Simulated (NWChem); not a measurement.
System meant: CH₇NSi; SMILES CN[SiH3]

NWChem input:

```
start job
memory heap 200 mb stack 900 mb global 1100 mb
geometry units angstroms noautoz
  Si     0.079669     1.104913     0.001846
  N     -0.540788    -0.510312     0.010582
  C      0.275205    -1.699752    -0.019641
  H     -1.074759     2.023661     0.236827
  H      1.093198     1.237961     1.094434
  H      0.757946     1.542934    -1.267458
  H     -1.479727    -0.646662    -0.346609
  H      0.567657    -2.027823    -1.037082
  H     -0.235653    -2.547606     0.467245
  H      1.207413    -1.529006     0.543181
end
basis spherical
  * library def2-svp
end
dft
  xc xpbe96 cpbe96
  iterations 4
  mulliken
end
task dft energy
```

End of the output:

```
    Atom       Charge   Shell Charges
 -----------   ------   -------------------------------------------------------
    1 Si  14    13.60   2.00  1.93  0.66  0.34  5.81  1.31  1.17  0.37
    2 N    7     7.22   1.97  0.72  0.43  2.30  1.77  0.03
    3 C    6     6.01   1.96  0.57  0.30  1.88  1.20  0.10
    4 H    1     1.09   0.64  0.43  0.02
    5 H    1     1.10   0.64  0.43  0.02
    6 H    1     1.11   0.65  0.44  0.02
    7 H    1     0.93   0.60  0.21  0.13
    8 H    1     0.99   0.65  0.28  0.06
    9 H    1     0.98   0.65  0.27  0.06
   10 H    1     0.97   0.64  0.27  0.06

 center of mass
 --------------
 x =  -0.02638999 y =   0.05754631 z =   0.00814462

 moments of inertia (a.u.)
 ------------------
         352.005435444887          -0.000000000000          -0.000000000000
          -0.000000000000          59.874309800857          -0.000000000000
          -0.000000000000          -0.000000000000         379.075424650103

     Multipole analysis of the density
     ---------------------------------

     L   x y z        total         alpha         beta         nuclear
     -   - - -        -----         -----         ----         -------
     0   0 0 0     -0.000000    -17.000000    -17.000000     34.000000

     1   1 0 0     -0.222152     -0.111076     -0.111076      0.000000
     1   0 1 0     -0.428284     -0.214142     -0.214142      0.000000
     1   0 0 1     -0.136021     -0.068010     -0.068010      0.000000

     2   2 0 0    -20.202033    -27.165149    -27.165149     34.128265
     2   1 1 0      0.137216      1.000472      1.000472     -1.863728
     2   1 0 1      0.789884      0.073747      0.073747      0.642391
     2   0 2 0    -20.822652   -113.298335   -113.298335    205.774017
     2   0 1 1      0.364954      0.089904      0.089904      0.185146
     2   0 0 2    -22.358592    -19.292235    -19.292235     16.225877

 ------------------------------------------------------------------------
 dft energy failed                                                                                  0
 ------------------------------------------------------------------------
 ------------------------------------------------------------------------
  current input line :
    23: task dft energy
 ------------------------------------------------------------------------
 ------------------------------------------------------------------------
 This type of error is most commonly associated with calculations not reaching convergence criteria
 ------------------------------------------------------------------------
 For more information see the NWChem manual at https://nwchemgit.github.io

0:dft energy failed:Received an Error in Communication
```

### Question
What is wrong, and how is it mended?

### Answer
The run did not converge; its last values are not results. Cause: the SCF was allowed too few iterations. This input runs:
```
start job
memory heap 200 mb stack 900 mb global 1100 mb
geometry units angstroms noautoz
  Si     0.079669     1.104913     0.001846
  N     -0.540788    -0.510312     0.010582
  C      0.275205    -1.699752    -0.019641
  H     -1.074759     2.023661     0.236827
  H      1.093198     1.237961     1.094434
  H      0.757946     1.542934    -1.267458
  H     -1.479727    -0.646662    -0.346609
  H      0.567657    -2.027823    -1.037082
  H     -0.235653    -2.547606     0.467245
  H      1.207413    -1.529006     0.543181
end
basis spherical
  Si library def2-svp
  N library def2-svp
  C library def2-svp
  H library def2-svp
end
dft
  xc xpbe96 cpbe96
  iterations 150
  mulliken
end
task dft energy
```
It converges to -386.11062 Ha (PBE/def2-SVP).
